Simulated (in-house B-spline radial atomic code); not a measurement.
How numerical settings move a run on Eu, [Xe] 4f7 6s2. Computed with an all-electron radial atomic-structure program (B-spline basis): scalar-relativistic (X2C) RPBE, spherical fractional occupations, Fermi nucleus of rms radius 5.1115 fm.

Command:
```bash
python run_scf.py task.json out
```
Settings of the sound reference run:
```
Z                63
electrons        63
configuration    [Xe] 4f7 6s2
hamiltonian      x2c
method           rpbe,pbe
spin_polarised   False
nucleus          fermi
rms_radius       5.1115
mass_number      153
atomic_mass      152.9212
speed_of_light   137.036
knot_spacing     0.22
spline_order     8
gauss_points     12
box_radius       50
max_iterations   70
damping          0.5
damped_steps     3
diis_vectors     10
tolerance        1e-08
start            Thomas-Fermi
```

Cost of the run: 0.44 s on 1 thread of Arm Neoverse N1, on a shared host.

It converges in 11 iterations to -10843.596226 hartree, with 4f at -2.72833 eV. The other runs change the listed settings, some to values that make no sense; their results aren't properties of the atom or ion. Radii are in bohr (the nuclear one in fm), a minus after a letter asks for a j subshell, and «unchanged» means within 1e-8 hartree. The run stops when the residual is below 10 × tolerance × max(1, Z/10), or a noise floor if that is larger, and the energy moves by less than 1e-8 × √|E| hartree; so very loose and very tight tolerances often act alike.

| changed settings | outcome |
| --- | --- |
| knot_spacing = 0.4, max_iterations = 3, damping = 0, tolerance = 1e-10 | not converged after 3 iterations, last residual 2.7e+00, last energy +1.20e+02 hartree from the reference |
| damping = 0.2 | converged in 29 iterations, energy unchanged, 4f level -1.3e-04 eV |
| damping = 0.8 | converged in 15 iterations, energy unchanged, 4f level -7.7e-05 eV |
| damping = 0.95 | converged in 21 iterations, energy unchanged, 4f level -7.4e-05 eV |
| diis_vectors = 0 | converged in 41 iterations, energy unchanged, 4f level +3.3e-05 eV |
| diis_vectors = 20 | converged in 11 iterations, energy unchanged |
| box_radius = 7.5, max_iterations = 100, diis_vectors = 1, start = bare nucleus | not converged after 100 iterations, last residual 2.6e+00, last energy +1.36e+02 hartree from the reference |
| diis_vectors = 1 | not converged after 70 iterations, last residual 2.9e+00, last energy +4.17e+02 hartree from the reference |
| diis_vectors = 4 | converged in 12 iterations, energy unchanged, 4f level -3.5e-05 eV |
| damping = 0 | converged in 16 iterations, energy unchanged, 4f level -5.8e-05 eV |
| hamiltonian = dirac, method = revtpss,revtpss | stopped with error: meta-GGAs are not served with the Dirac Hamiltonian |
| tolerance = 1e-06 | converged in 10 iterations, energy unchanged, 4f level +4.5e-04 eV |

Problem. What happens with electrons = 64, configuration = [Xe] 4f7 6s3, max_iterations = 75?

Solution. Stopped with error: shell 6s holds at most 2 electrons.

Problem. What happens with box_radius = 25, max_iterations = 12, damped_steps = 1?

Solution. Not converged after 12 iterations, last residual 3.9e-01, last energy +2.32e+01 hartree from the reference.

Problem. What happens with diis_vectors = 2?

Solution. Converged in 17 iterations, energy unchanged, 4f level +3.6e-05 eV.

Problem. What happens with tolerance = 1e-13?

Solution. Converged in 12 iterations, energy unchanged, 4f level -5.9e-05 eV.
